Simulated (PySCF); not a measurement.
What does the PBE/def2-SV(P) structure of `C#CC1=CC=CS1(=O)=O` look like in three dimensions?

```
atom  x, y, z in Å
C1     2.850    0.320   -1.408
C2     1.776    0.359   -0.813
C3     0.543    0.330   -0.153
C4    -0.137    1.260    0.578
C5    -1.428    0.804    1.112
C6    -1.765   -0.470    0.806
S7    -0.477   -1.227   -0.199
O8     0.204   -2.301    0.554
O9    -0.967   -1.469   -1.573
H10    3.800    0.299   -1.929
H11    0.245    2.276    0.759
H12   -2.062    1.471    1.718
H13   -2.657   -1.053    1.075
```

Orientation and origin are arbitrary. Atoms count from 1 in this order. The C–S distances run from 1.801 Å (C6–S7, drawn single) to 1.862 Å (C3–S7, drawn single), a spread of 0.061 Å. The 5-membered ring C3–C4–C5–C6–S7 has internal angles of 91.5° to 115.4°; it is planar, 0.00 Å rms from its mean plane, widest ring torsion 0°. The C–C distances run from 1.229 Å (C1≡C2, drawn triple) to 1.469 Å (C4–C5, drawn single), a spread of 0.240 Å. S7 (sulfonyl sulfur) has angles from 91.5° to 120.5°.

Bonds between heavy atoms (Å): C1≡C2 1.229, C2–C3 1.399, C3=C4 1.364, C4–C5 1.469, C5=C6 1.353, C6–S7 1.801, S7=O8 1.478, S7=O9 1.478, C3–S7 1.862.

The calculation used PBE/def2-SV(P) geometry optimisation, gas phase in PySCF 2.14.0.

Point group: Cs (every atom within 0.08 Å of its image). Whether it is a minimum is left open (no frequencies).
